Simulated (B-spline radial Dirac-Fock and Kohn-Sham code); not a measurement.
# The K (1s) hole of gold ions: width and yield against charge

The computed values come from a radial B-spline solver: a relativistic independent-particle model: LDA orbitals of the hole state, radiative multipoles to third order, Auger rates from the Coulomb interaction with a continuum orbital, Dirac-Fock energies. Tabulated ground configurations, configuration averages; single configurations, so decays that open only by mixing (as 1s 2s² with 1s 2p² in Be-like ions) are missing and such tiny yields are far too low.

```tsv
ion	configuration	radiative (eV)	non-radiative (eV)	yield
Au	[Xe] 4f14 5d10 6s1	48.8	1.67	0.967
Au⁺	[Xe] 4f14 5d10	48.8	1.67	0.967
Au²⁺	[Xe] 4f14 5d9	48.8	1.67	0.967
Au³⁺	[Xe] 4f14 5d8	48.8	1.67	0.967
Au⁴⁺	[Xe] 4f14 5d7	48.8	1.67	0.967
Au⁵⁺	[Xe] 4f14 5d6	48.8	1.67	0.967
Au⁶⁺	[Xe] 4f14 5d5	48.8	1.67	0.967
Au⁷⁺	[Xe] 4f14 5d4	48.8	1.67	0.967
```
